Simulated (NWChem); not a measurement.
Molecule: ZrOF2; SMILES [O]=[Zr]([F])[F]

Results from NWChem. All runs use the structure optimised with PBE0/def2-SVP. def2 effective core potentials on Zr; no spin-orbit coupling. Vertical excitations in the gas phase; the lowest state need not have the same character in each row.

```json
[
 {"level": "PBE/def2-SVPD, TDA", "lowest excitation, singlet (eV)": "3.46", "oscillator strength of that lowest state": "0.002", "orbital gap (eV)": "3.44"},
 {"level": "B3LYP/def2-SVPD, TDA", "lowest excitation, singlet (eV)": "3.84", "oscillator strength of that lowest state": "0.002", "orbital gap (eV)": "5.14"},
 {"level": "Hartree-Fock/def2-SVPD, CIS", "lowest excitation, singlet (eV)": "5.79", "oscillator strength of that lowest state": "0.023", "orbital gap (eV)": "11.99"}
]
```
